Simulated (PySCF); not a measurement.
# Basis and Hamiltonian dependence of the ionisation energy of O²⁺

O²⁺ [He] 2s2 2p2 (3P) → O³⁺ [He] 2s2 2p1 (2P). All values are computed (PySCF 2.14, energy differences of UHF-based or UKS calculations, no spin-orbit coupling). Values in eV.

```csv
basis,Hamiltonian,functions,UHF,PBE,PBE0,MP2 (valence),CCSD(T) (valence),CCSD(T) (valence and next inner shell)
cc-pVDZ-DK,spin-free X2C,14,54.618,n/a,n/a,54.756,54.510,n/a
def2-SVP,non-relativistic,14,54.789,n/a,n/a,54.915,54.648,n/a
aug-cc-pVDZ,non-relativistic,23,54.634,55.353,55.370,54.785,54.551,n/a
aug-cc-pVDZ-DK,spin-free X2C,23,54.626,55.346,55.362,54.777,54.545,n/a
aug-cc-pwCVDZ,non-relativistic,27,54.520,55.211,55.234,54.706,54.479,54.501
x2c-TZVPPall,spin-free X2C,31,54.601,55.264,55.298,54.966,54.760,54.781
def2-TZVP,non-relativistic,31,54.607,55.269,n/a,54.971,54.763,n/a
dyall-av2z,non-relativistic,42,54.611,55.274,55.308,54.864,54.648,n/a
aug-cc-pVTZ,non-relativistic,46,54.584,55.238,55.275,54.965,54.761,n/a
x2c-QZVPPall,spin-free X2C,57,54.609,55.270,55.305,55.039,54.832,54.874
"aug-cc-pVTZ with one added diffuse shell each of s, p, d, f type",non-relativistic,62,54.585,55.240,55.277,54.967,54.763,n/a
dyall-acv3z,non-relativistic,76,54.612,55.275,55.309,55.001,54.795,54.839
dyall-acv3z,spin-free X2C,76,54.607,55.270,55.303,54.996,54.792,54.836
aug-cc-pVQZ-DK,spin-free X2C,80,54.603,55.261,55.296,55.035,54.828,n/a
```

Frozen in the all-electron rows: valence: 1s2; valence and next inner shell: nothing.

Between the lowest levels the reference is 54.936 eV (semi-empirical (NIST evaluation); NIST Atomic Spectra Database, ionization energies); it includes spin-orbit coupling, which these numbers lack.
